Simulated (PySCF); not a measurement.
## MBr anions for M along group 4

PBE with triple-zeta basis sets in PySCF, for the lowest determinant that a PBE0 search found; no spin–orbit coupling. De refers to high-spin ground-configuration atoms (the charge goes to the atom of lower measured ionisation energy or higher electron affinity, which is not always the lowest computed limit). A positive dipole points towards Br; it is taken about the centre of mass and depends on that origin.

```
 M        basis  charged atom  state (unpaired electrons)  Re (Å)  ωe (cm⁻¹)  De (eV)  μ (D)
Ti  def2-TZVPPD           Br−          triplet (π ↑, δ ↑)   2.502        238      n/a   5.08
Zr  def2-TZVPPD           Br−          triplet (π ↑, δ ↑)   2.604        206      n/a   3.16
Hf  def2-TZVPPD           Br−          triplet (π ↑, δ ↑)   2.626        169      n/a   1.06
```

The shortest bond is that of TiBr⁻ (2.502 Å), the longest that of HfBr⁻ (2.626 Å).

Down a group the atoms grow and get heavier, so bonds lengthen and wavenumbers fall; this series shows no clear exception.

De is left out where the level can put another filling of the metal’s s and d shells below the measured ground configuration, by anything from nothing to about 1 eV. Spin–orbit coupling is left out, which matters for elements this heavy, above all for dissociation energies. The highest Kohn–Sham level is positive in some of these anions. Much of that is self-interaction error, but it also means that the finite basis helps to hold the extra electron. The state is the lowest single determinant that the PBE0 search found; with open d or f shells the true ground state can be another one.
